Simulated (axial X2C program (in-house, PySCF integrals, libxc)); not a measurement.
**InN: nuclear properties from DFT to coupled cluster**

Computed with an axial X2C code built on PySCF integrals: two-component X2C with atomic mean-field Coulomb and Gaunt terms, Gaussian nuclei, basis In dyall-acv3z, N dyall-av3z with contracted cores.

R = 2.067 Å (near the PBE0 minimum at charge 0 of the determinant lowest at the starting distance; the state shown can have its own minimum elsewhere); state Ω = 1 (⟨Sz⟩ = 1.00, ⟨Lz⟩ = 0.00 at PBE0).

```json
{"level": "PBE0", "Eeff magnitude (GV/cm)": "0.658", "Ws magnitude In (kHz)": "0.453", "A∥/gI In (MHz)": "-32.6", "qzz In (a.u.)": "-6.56", "A∥/gI N (MHz)": "-97.3", "μ (D)": "-1.84"}
{"level": "HF", "Eeff magnitude (GV/cm)": "0.677", "Ws magnitude In (kHz)": "0.448", "A∥/gI In (MHz)": "-32.2", "qzz In (a.u.)": "-7.02", "A∥/gI N (MHz)": "-38", "μ (D)": "-1.86"}
{"level": "B3LYP", "Eeff magnitude (GV/cm)": "0.778", "Ws magnitude In (kHz)": "0.525", "A∥/gI In (MHz)": "-28.2", "qzz In (a.u.)": "-6.41", "A∥/gI N (MHz)": "-84.4", "μ (D)": "-1.94"}
```

Eeff is the effective electric field on the electron electric dipole moment in this Ω state and Ws the scalar–pseudoscalar constant of the nucleus named (defined with the proton number Z and per Ω); A∥ (defined per Ω) follows by multiplying with gI = μI/(I μN); qzz is the electric field gradient, eQq0 = 234.96 MHz × Q/barn × qzz; μ is positive if the N end (last atom) is positive. The operators were transformed with the bare-nucleus X2C matrices; with these basis sets, hyperfine constants and field gradients can be off by tens of per cent, and where levels differ in sign neither size nor sign is settled.

Finite-field MP2, CCSD and CCSD(T), with 18 electrons correlated in 130 natural virtual spinors (MP2 remainder added):

```json
{"level": "MP2", "Eeff magnitude (GV/cm)": "5.35", "Ws magnitude In (kHz)": "3.14", "A∥/gI In (MHz)": "-5.44", "qzz In (a.u.)": "-6.39", "A∥/gI N (MHz)": "-74.6", "μ (D)": "-2.27"}
{"level": "CCSD", "Eeff magnitude (GV/cm)": "2.13", "Ws magnitude In (kHz)": "1.29", "A∥/gI In (MHz)": "-43.7", "qzz In (a.u.)": "-6.43", "A∥/gI N (MHz)": "-69.9", "μ (D)": "-2.04"}
{"level": "CCSD(T)", "Eeff magnitude (GV/cm)": "2.33", "Ws magnitude In (kHz)": "1.41", "A∥/gI In (MHz)": "-42.2", "qzz In (a.u.)": "-6.32", "A∥/gI N (MHz)": "-70.2", "μ (D)": "-2.02"}
```

T1 = 0.017 (Lee–Taylor). One unrestricted determinant, the lowest of a limited PBE0 search, is the reference; the functionals treat spin collinearly. With several open shells it need not be a pure state. Eeff spreads by more than a factor of two over the levels. Correlation of the inner shells is missing, which matters for properties at the nucleus. Number of frozen shells: In 4 s, 3 p, 1 d; N 1 s.

Q: By how much does correlation change each value, CCSD(T) against HF?

A: Eeff magnitude 244 %; Ws magnitude In 215 %; A∥/gI In 31 %; qzz In -10 %; A∥/gI N 85 %; μ 9 %.
